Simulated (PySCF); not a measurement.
C4H4N2, SMILES C=C1N=CC=N1. Geometry optimised at PBE-D3(BJ)/def2-SVP.

Method: PBE-D3(BJ)/def2-SVP run with PySCF 2.14.0.

Harmonic wavenumbers (cm⁻¹): 225, 360, 526, 715, 741, 747, 870, 871, 905, 920, 923, 944, 969, 1162, 1252, 1298, 1338, 1464, 1570, 1668, 3106, 3119, 3132, 3226. Rotational constants (GHz): 8.668, 4.179, 2.819; symmetry number 2.

Work out the zero-point energy and the ideal-gas rigid-rotor harmonic-oscillator thermochemistry at 298.15 K and 1 atm.

ZPE = ½ Σ hcν = ½ × 32048 cm⁻¹ = 191.69 kJ/mol. H − E(el) = 206.35 kJ/mol. Entropy in J/(mol K): translation 163.41, rotation 101.17, vibration 23.17, total 287.75. G − E(el) = 120.55 kJ/mol. Cp = 79.67 J/(mol K).
